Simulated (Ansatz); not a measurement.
`CN[Si](F)(F)NC`, relaxed with RKS PBE0-D4/def2-TZVP in the Gaussian-basis code of Ansatz from a PBE-D4/def2-SVP geometry. The force threshold is 0.005 eV/Å; the program also tests the step.

Total charge 0; spin multiplicity 1.

Start:

```xyz
15

C     0.348   -0.942    2.566
N     0.628   -0.304    1.289
Si   -0.514    0.121    0.092
F    -1.206    1.601    0.204
F    -1.778   -0.892    0.334
N     0.230    0.096   -1.445
C    -0.144    0.896   -2.602
H     1.067   -1.763    2.781
H    -0.663   -1.391    2.534
H     0.373   -0.236    3.428
H     1.560    0.107    1.209
H     0.850   -0.690   -1.649
H     0.747    1.333   -3.105
H    -0.779    1.740   -2.270
H    -0.719    0.324   -3.366
```

How much energy does the relaxation release, and in how many steps? (Estimate.)

The calculation gave: 12.92 kJ/mol, in 7 steps.

Which bonds change most? (Best estimate.)

Computed: Si3–F5 from 1.638 to 1.594 Å; Si3–F4 from 1.638 to 1.594 Å; Si3–N6 from 1.708 to 1.684 Å; N2–Si3 from 1.707 to 1.684 Å.

Give the relaxed structure. (Best estimate.)

Computed: 
```xyz
15

C     0.334   -0.935    2.550
N     0.622   -0.324    1.268
Si   -0.497    0.119    0.090
F    -1.162    1.560    0.241
F    -1.736   -0.866    0.282
N     0.241    0.116   -1.424
C    -0.155    0.893   -2.582
H     1.056   -1.725    2.780
H    -0.654   -1.395    2.520
H     0.342   -0.213    3.374
H     1.542    0.080    1.203
H     0.853   -0.655   -1.636
H     0.719    1.300   -3.099
H    -0.767    1.736   -2.262
H    -0.738    0.309   -3.303
```
